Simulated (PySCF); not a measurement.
**Telling isomers of C5H7BO2 apart by NMR**

- GIAO PBE0/pcSseg-1 shieldings
- PBE0-D3(BJ)/def2-SVP geometry
- spin–spin couplings from B3LYP/pcJ-1 (spin–dipole term left out of most H,H and C,H couplings)
- run in PySCF 2.14.0 with density-fitted response routines
- fast rotation and ring inversion assumed for equivalent nuclei, one computed conformer, no relativistic terms, in vacuum

δ = σ(ref) − σ, references computed at the same level: ¹H and ¹³C vs TMS. Multiplet labels drop J under 1 Hz and among equivalent protons, and merge close values. Unscaled 3J(H,H) run several per cent high. Couplings to H on boron are left out. Carbons bonded to boron are broad in practice. Shifts are as computed. Against solution values, carbons near 30 ppm lie about +2 ppm off and those near 130 ppm about +5 ppm. Of 1309 compounds with measured shifts, 239 miss one by over three times the rms of a fit or turn the order of signals round; such compounds aren't used in these exercises. OH and NH positions are gas-phase values without hydrogen bonding to other molecules.

(1) Tabulate the signals of `OB(O)C1=CCC=C1`, `C#C/C(C)=C\B(O)O`, `C=CC1=[O+][BH2-]OC=C1` and their relative energies.

(2) What is the quickest way to tell OB(O)C1=CCC=C1 from C#C/C(C)=C\B(O)O?

(3) What is the quickest way to tell C#C/C(C)=C\B(O)O from C=CC1=[O+][BH2-]OC=C1?

(4) What is the quickest way to tell OB(O)C1=CCC=C1 from C=CC1=[O+][BH2-]OC=C1?

Results:

(1) 
| SMILES | carbon types | δC | δH | E rel. (kcal/mol) |
| --- | --- | --- | --- | --- |
| OB(O)C1=CCC=C1 | 1×C 3×CH 1×CH2 | 158.7, 146.6, 144.9, 138.9, 46.4 | 7.50 (dt, 1H), 7.10 (dt, 1H), 6.56 (dq, 1H), 3.10 (q, 2H), 2.82 (br s, 2H) | 0.0 |
| C#C/C(C)=C\B(O)O | 2×C 2×CH 1×CH3 | 148.8, 136.7, 97.4, 85.7, 31.6 | 5.45 (q, 1H), 3.60 (s, 1H), 3.58 (br s, 2H), 2.03 (d, 3H) | 34.4 |
| C=CC1=[O+][BH2-]OC=C1 | 1×C 3×CH 1×CH2 | 185.6, 182.5, 143.5, 139.0, 101.0 | 7.48 (d, 1H), 7.01 (dd, 1H), 6.28 (dd, 1H), 6.06 (dd, 1H), 4.84 (d, 1H), 4.29 (br, 2H) | 50.7 |

Energies are electronic energies at PBE0/pcSseg-1 on these geometries, without zero-point or thermal terms, each for the one conformer computed, which needn't be the lowest.

(2) Both give the same number of carbon signals, but DEPT or the intensities differ. The first has an allylic sp3 CH2 at 46.4 ppm, the second an alkyne carbon (C) at 85.7 ppm. Their most deshielded carbons lie at 158.7 and 148.8 ppm. In the proton spectra the most deshielded non-exchanging signals are 7.50 (dt, J = 2.3, 1.5 Hz, 1H) and 5.45 (q, J = 2.0 Hz, 1H).

(3) Both give the same number of carbon signals, but DEPT or the intensities differ. The first has an alkyne carbon (C) at 85.7 ppm, the second a β carbon of a C=C–C=O unit (CH2) at 143.5 ppm. Their most deshielded carbons lie at 148.8 and 185.6 ppm. In the proton spectra the most deshielded non-exchanging signals are 5.45 (q, J = 2.0 Hz, 1H) and 7.48 (d, J = 4.3 Hz, 1H).

(4) Both give the same number of carbon signals, with the same numbers of each carbon type, so the positions decide. The first has an allylic sp3 CH2 at 46.4 ppm, the second a β carbon of a C=C–C=O unit (CH2) at 143.5 ppm. Their most deshielded carbons lie at 158.7 and 185.6 ppm.
